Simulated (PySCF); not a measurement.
**Mayer bond orders and bond lengths**

Compound: C5H7N3O2.
SMILES with atom numbers: `[CH3:1][O:2][C:3](=[O:4])[c:5]1[n:6][n:7][cH:8][n:9]1[CH3:10]` (hydrogens: H11, H12, H13 on C1; H14 on C8; H15, H16, H17 on C10)

Geometry (GFN2-xTB, Å), atoms numbered from 1 in this order:
```xyz
17
C5H7N3O2 angstrom
C      3.2362    0.1757    0.3389
O      2.0075   -0.5261    0.4585
C      0.9159    0.1520    0.1272
O      0.9126    1.2993   -0.2589
C     -0.2982   -0.6589    0.2850
N     -0.3650   -1.9043    0.6941
N     -1.6393   -2.2713    0.6970
C     -2.3519   -1.2544    0.2913
N     -1.5605   -0.1951    0.0121
C     -1.9499    1.1020   -0.4590
H      3.2325    1.0605    0.9793
H      3.3952    0.4919   -0.6943
H      4.0110   -0.5193    0.6499
H     -3.4177   -1.2502    0.1894
H     -1.6287    1.8689    0.2466
H     -3.0325    1.1309   -0.5692
H     -1.4742    1.3104   -1.4179
```

Bond orders from the PBE0/pcSseg-1 density (PySCF). Geometry: GFN2-xTB, one conformer, isolated molecule.

Q: How far do the computed orders between heavy atoms stray from the drawn ones?

A: The largest departure is 0.446, at N9–C5 (drawn aromatic, 1.054), counting aromatic bonds as 1.5. Drawn single, order above 1.12: O2–C3 (1.149). Drawn single, order below 0.88: C1–O2 (0.867). The bonds drawn aromatic range from 1.05 to 1.57.

Q: Set the Mayer orders of the bonds beside their lengths.

A: 
| bond | drawn as | length (Å) | Mayer order |
| --- | --- | --- | --- |
| C1–O2 | single | 1.420 | 0.867 |
| O2–C3 | single | 1.327 | 1.149 |
| C3–O4 | double | 1.210 | 1.888 |
| C3–C5 | single | 1.468 | 0.977 |
| C5–N6 | aromatic | 1.313 | 1.532 |
| N6–N7 | aromatic | 1.326 | 1.282 |
| N7–C8 | aromatic | 1.306 | 1.570 |
| C8–N9 | aromatic | 1.351 | 1.221 |
| N9–C10 | single | 1.434 | 0.896 |
| N9–C5 | aromatic | 1.372 | 1.054 |
| C1–H11 | single | 1.092 | 0.962 |
| C1–H12 | single | 1.092 | 0.962 |
| C1–H13 | single | 1.086 | 0.967 |
| C8–H14 | single | 1.071 | 0.970 |
| C10–H15 | single | 1.090 | 0.955 |
| C10–H16 | single | 1.089 | 0.953 |
| C10–H17 | single | 1.090 | 0.955 |

Bonds between the same two heavy elements. C–O: lowest C1–O2 (0.867, 1.420 Å), highest C3–O4 (1.888, 1.210 Å). C–N: lowest N9–C10 (0.896, 1.434 Å), highest N7–C8 (1.570, 1.306 Å).

Q: Sum the orders of all bonds at each heavy atom with more than one neighbour and set the sums beside the valence in the SMILES.

A: C1 3.758 (drawn 4), O2 2.016 (drawn 2), C3 4.014 (drawn 4), C5 3.563 (drawn 4), N6 2.814 (drawn 3), N7 2.852 (drawn 3), C8 3.761 (drawn 4), N9 3.171 (drawn 3), C10 3.759 (drawn 4). Orders between atoms that aren't bonded are not in these sums.

For a closed shell the Mayer order of atoms A and B is Σ (PS)μν (PS)νμ over the basis functions μ on A and ν on B, with P the density and S the overlap matrix.
